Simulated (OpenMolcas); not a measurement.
# V4+ in a point-charge field

V4+ among 8 point charges of -1.6 e arranged as a cube (Oh), 2.31 Å from the ion.
```
   1.3337    1.3337    1.3337  -1.60
   1.3337    1.3337   -1.3337  -1.60
   1.3337   -1.3337    1.3337  -1.60
   1.3337   -1.3337   -1.3337  -1.60
  -1.3337    1.3337    1.3337  -1.60
  -1.3337    1.3337   -1.3337  -1.60
  -1.3337   -1.3337    1.3337  -1.60
  -1.3337   -1.3337   -1.3337  -1.60
```

| Property | Result |
| --- | --- |
| Program | OpenMolcas |
| Method | SS-CASPT2, IPEA 0.25 Eh, imaginary shift 0.1 Eh (closed shells correlated: 3s 3p) |
| Basis | ANO-RCC-VDZP [5s4p2d1f] |
| Scalar Hamiltonian | DKH2, point nucleus |
| Active space | 1 electron in 5 orbitals (3d) |
| State averaging | 2S+1 = 2 even, 5 roots |
| Spin-orbit coupling | state interaction with AMFI integrals over the reference wave functions |

The lowest spin-free states (labels of O, the rotations of Oh), above the lowest:

```csv
State,Degeneracy,E (cm-1),Free-ion L (%)
2E,2,0,D (100)
2T2,3,1490,D (100)
```

The lowest levels with spin-orbit coupling:

```csv
E (cm-1),Degeneracy,Label,2S+1,g
0,4,Γ8,2,
1490,4,Γ8,2,
1790,2,Γ7,2,2.00 2.00 2.00
```

Powder χT (cm3 K/mol): 0.194 at 2 K, 0.199 at 10 K, 0.224 at 50 K, 0.255 at 100 K, 0.316 at 200 K, 0.378 at 300 K. The effective moment at 300 K is 2.828 √(χT) = 1.74 μB.

The lowest level has 2S+1 = 2, for which the spin-only value is χT = S(S+1) / 2 = 0.375 cm3 K/mol (g = 2). The computed 0.378 at 300 K differs by +0.003, through orbital momentum, spin-orbit coupling and any other state in reach.

The gap between the two states is 10Dq = -1489 cm-1 (negative for this site).

Roots that are degenerate in the reference are averaged as groups; the widest CASPT2 spread within a group is 18 cm-1 (the 2-fold group of multiplicity 2 near 0 cm-1 above the lowest state of its run). Shifts and gaps below about the spread of the groups concerned are not significant. An orbital doublet at a regular site is open to a Jahn-Teller distortion, which this geometry leaves out. The ground term spreads over less than 5000 cm-1, several times less than with real ligands, so orbital moments are less quenched and χT lies further from the spin-only value than at real sites. Free-ion shares, where given, are those of the reference states; single-state CASPT2 does not remix them. Point charges carry no covalency, so the field is a model and not that of real ligands. No measured value stands beside these numbers.
